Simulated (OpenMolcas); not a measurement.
**Au2+: moving or changing the point charges**

Au2+ among 6 point charges of -1.7 e arranged as a trigonal antiprism (D3d), 2.08 Å from the ion, with a polar angle of 52.6° against the regular 54.74°.
```
   0.0000    1.6512    1.2649  -1.70
  -1.4300   -0.8256    1.2649  -1.70
   1.4300   -0.8256    1.2649  -1.70
   0.0000   -1.6512   -1.2649  -1.70
   1.4300    0.8256   -1.2649  -1.70
  -1.4300    0.8256   -1.2649  -1.70
```

```
Program             : OpenMolcas
Method              : SS-CASPT2, IPEA 0.25 Eh, imaginary shift 0.1 Eh (closed shells correlated: 5s 5p)
Basis               : ANO-RCC-VDZP [7s6p4d2f]
Scalar Hamiltonian  : DKH2, point nucleus
Active space        : 9 electrons in 5 orbitals (5d)
State averaging     : 2S+1 = 2 even, 5 roots
Spin-orbit coupling : RASSI with atomic mean-field integrals over the reference wave functions
```

Runs around this geometry, states (labels of D3, the rotations of D3d). Energies in cm-1 above the lowest state or level, χT in cm3 K/mol.

| R (Å) | q (e) | Polar angle / regular | Ground state | First state of that spin | First gap with spin-orbit (degeneracies) | χT at 300 K |
| --- | --- | --- | --- | --- | --- | --- |
| 2.08 | -1.7 | 0.88 | 2E | 2A1 8010 | 1630 (2, 2) | 0.605 |
| 2.08 | -1.1 | 0.96 | 2E | 2A1 5320 | 460 (2, 2) | 0.903 |
| 1.89 | -1.7 | 0.96 | 2E | 2E 12250 | 700 (2, 2) | 0.607 |
| 2.08 | -1.7 | 0.96 | 2E | 2A1 8260 | 700 (2, 2) | 0.746 |
| 2.18 | -1.7 | 0.96 | 2E | 2A1 6640 | 600 (2, 2) | 0.815 |

Scaling the charges by -1.1 / -1.7 = 0.65 scales the first state of the same spin by 5320 / 8260 = 0.64; with fixed orbitals a first-order splitting would follow the charge.

Roots that are degenerate in the reference are averaged as groups; the widest CASPT2 spread within a group is 90 cm-1 (the 2-fold group of multiplicity 2 near 0 cm-1 above the lowest state of its run, R = 1.89, q = -1.7, ratio = 0.96). Shifts and gaps below about the spread of the groups concerned are not significant. An orbital doublet at a regular site is open to a Jahn-Teller distortion, which this geometry leaves out. Free-ion shares, where given, are those of the reference states; single-state CASPT2 does not remix them. This is an electrostatic model: the charges have no orbitals. No measured value stands beside these numbers.
